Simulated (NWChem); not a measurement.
Species: vinylene carbonate (C3H2O3); SMILES O=c1occo1

```xyz
8

O      0.0000     0.0000    -1.9891
C      0.0000     0.0000    -0.7931
O      0.0000     1.1146     0.0266
C      0.0000     0.6738     1.3331
C      0.0000    -0.6738     1.3331
O      0.0000    -1.1146     0.0266
H      0.0000     1.4281     2.1247
H      0.0000    -1.4281     2.1247
```
Atoms are numbered in this order, from 1.

Program: NWChem. Coordinates come from a PBE-D3(BJ)/def2-SVP optimisation.

For level TPSS/cc-pVDZ:

```
Property                     Result
---------------------------  ------
highest occupied level (eV)   -5.92
dipole (D)                     4.17
```

**Question.** How do the values read with level TPSS/aug-cc-pVDZ instead?

**Answer.** The highest occupied level (eV) is -6.21 and the dipole (D) comes out as 4.43.
